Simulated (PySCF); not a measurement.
Al(Me)2 (C₂H₆Al), SMILES [CH3][Al][CH3], multiplicity 2.

Coordinates come from a PBE-D3(BJ)/def2-TZVP optimisation. The spin state was assumed, not searched. The isomer is the one that the SMILES or the coordinates give; other isomers of the formula were not compared.

These are PBE-D3(BJ)/def2-TZVP in PySCF values and carry that method's errors.

Frequencies are harmonic and unscaled.

Computed vibrational spectrum:
```tsv
mode	ν (cm⁻¹)	IR (km/mol)	moving atoms (share of kinetic energy)
1	46	0.0	H 99 %
2	71	0.1	H 82 %, Al 11 %
3	162	3.0	C 40 %, H 36 %, Al 24 %
4	506	1.5	H 84 %, C 13 %
5	523	0.0	H 86 %, C 14 %
6	538	11.6	C 62 %, Al 21 %, H 17 %
7	554	6.5	H 74 %, C 20 %
8	647	56.0	Al 39 %, C 36 %, H 25 %
9	718	64.8	H 71 %, C 22 %
10	1139	8.6	H 81 %, C 19 %
11	1151	6.2	H 82 %, C 18 %
12	1379	4.1	H 95 %
13	1387	2.0	H 95 %
14	1392	0.0	H 94 %
15	1405	12.6	H 95 %
16	2944	8.5	H 97 %
17	2946	10.6	H 97 %
18	3016	0.0	H 91 %, C 9 %
19	3018	18.3	H 91 %, C 9 %
20	3061	5.8	H 91 %, C 9 %
21	3061	8.2	H 91 %, C 9 %
```
